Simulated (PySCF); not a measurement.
WS2(NH2)2 (singlet state).
Structure used (PBE0-D3(BJ)/def2-SVP), in Å, numbered top down from 1:
```xyz
9
H4N2S2W angstrom
W      0.5008   -0.0041    0.3643
S      0.3678    0.0215    2.4972
S      2.5013   -0.0054   -0.3832
N     -0.3775    1.5812   -0.3090
H     -0.1232    2.0439   -1.1771
H     -1.1247    2.0713    0.1743
N     -0.3663   -1.6108   -0.2709
H     -1.1249   -2.0817    0.2140
H     -0.1205   -2.0852   -1.1353
```

Theory: PBE0-D3(BJ)/def2-SVP geometry optimisation, gas phase, def2 core potentials past Kr in PySCF.

(1) Which atoms are bound to W1, and at what distances?

(2) List the angles at W1.

(3) What is the shape at W1?

(4) What are the other bond lengths?

(5) What are the rotational constants (commonest isotopes, rigid rotor)?

## Answers

(1) 4 atoms: N7 1.933 Å, N4 1.933 Å, S3 2.136 Å, S2 2.137 Å. The nearest atom not counted as bound is H5, at 2.64 Å (others tie with it).

(2) 
```
   angle  degrees  distance of the outer atoms (Å)
S2–W1–S3    114.1                             3.58
N4–W1–N7    111.3                             3.19
S2–W1–N7    108.1                             3.30
S2–W1–N4    108.0                             3.30
S3–W1–N7    107.7                             3.29
S3–W1–N4    107.7                             3.29
```

(3) Distorted tetrahedral: angles from 107.7° to 114.1°; τ4 = (360° − α − β)/141° = 0.95 with α and β the two widest (0 for a square, 1 for a tetrahedron). Differences among atoms that C2v makes equivalent are scatter left by the optimiser.

(4) N4–H5 and 3 like bonds 1.016 Å.

(5) A = 2393, B = 1702, C = 1528 MHz: an asymmetric top.

Point group: C2v (tolerance 0.08 Å). Charge 0, singlet. Stationary, but not proved a minimum.
